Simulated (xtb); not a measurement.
Species: C$_{3}$H$_{8}$OSi, SMILES `OC/C=C/[SiH3]` (charge 0, multiplicity 1).

Task: Give a relaxed geometry from GFN2-xTB (xtb).

Result: One answer among several that fit: the end point of this relaxation, one of several conformers (outside a Z-matrix the atoms follow the SMILES, hydrogens last).
Cartesian coordinates (Å) in one orientation:
```xyz
13

O     -2.688     0.952     0.202
C     -1.886    -0.200     0.056
C     -0.437     0.058     0.351
C      0.579    -0.410    -0.361
Si     2.395    -0.097     0.010
H     -2.337     1.646    -0.366
H     -2.286    -0.918     0.780
H     -2.000    -0.629    -0.952
H     -0.266     0.685     1.217
H      0.348    -1.030    -1.220
H      2.999     0.572    -1.146
H      3.064    -1.380     0.233
H      2.514     0.751     1.196
```
